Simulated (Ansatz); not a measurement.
Computed with Ansatz on PBE0-D4/def2-TZVP structures; ΔE is electronic, products minus reactants. CBS: MP2 limit from def2 TZ/QZ plus the TZ coupled-cluster correction, frozen cores. This one scheme is used for every species. One conformer a species, not always the lowest.

Consider the ligand exchange at the Al–N bond: `[AlH2]/[N]=C\[SiH3]` + `N[SiH2][SiH3]` → `[AlH2][NH][SiH2][SiH3]` + `N=C[SiH3]`.

`[AlH2]/[N]=C\[SiH3]`:

```xyz
10

Al    0.923    1.272    1.890
N     0.534    0.727    0.272
C     0.221    0.289   -0.855
Si   -0.899   -1.229   -1.102
H     2.219    0.663    2.557
H    -0.045    2.338    2.538
H     0.601    0.792   -1.765
H    -2.100   -0.835   -1.887
H    -0.163   -2.265   -1.876
H    -1.292   -1.753    0.228
```

`N[SiH2][SiH3]`:

```xyz
10

N     1.168   -1.120    0.764
Si   -0.337   -0.813   -0.020
Si   -0.529    1.490   -0.393
H     2.016   -0.738    0.379
H     1.340   -2.025    1.173
H    -1.417   -1.291    0.886
H    -0.540   -1.513   -1.328
H     0.658    1.987   -1.146
H    -0.615    2.243    0.887
H    -1.744    1.782   -1.203
```

`[AlH2][NH][SiH2][SiH3]`:

```xyz
12

Al   -0.245   -2.526   -0.739
N     0.413   -1.132    0.158
Si    0.710    0.483   -0.389
Si   -0.528    2.059    0.829
H    -0.607   -2.319   -2.263
H    -0.429   -3.882    0.055
H     0.632   -1.291    1.134
H     0.318    0.537   -1.824
H     2.154    0.851   -0.295
H    -0.206    3.450    0.404
H    -0.223    1.936    2.283
H    -1.989    1.835    0.648
```

`N=C[SiH3]`:

Cartesian coordinates in Å:
```
N -1.412 -0.338 0.908
C -0.160 -0.333 0.697
Si 0.516 0.408 -0.903
H -1.639 -0.768 1.808
H 0.556 -0.751 1.423
H 1.283 -0.638 -1.633
H 1.458 1.509 -0.565
H -0.601 0.912 -1.734
```

```
                 species  MP2/def2-QZVPP energy (Eh)
   `[AlH2]/[N]=C\[SiH3]`                  -627.32437
         `N[SiH2][SiH3]`                  -636.98523
`[AlH2][NH][SiH2][SiH3]`                  -879.60723
             `N=C[SiH3]`                  -384.71305
```

Q: Work out ΔE.

A: ΔE = (-879.60723) + (-384.71305) − (-627.32437) − (-636.98523) = -0.01068 Eh = -6.7 kcal/mol. CCSD(T)/CBS gives -6.9 kcal/mol.

Largest T1 diagnostic among the species: 0.015.

From PBE to PBE0 (25 % exact exchange), in def2-TZVPP and without D4, ΔE moves by −1.0 kcal/mol.
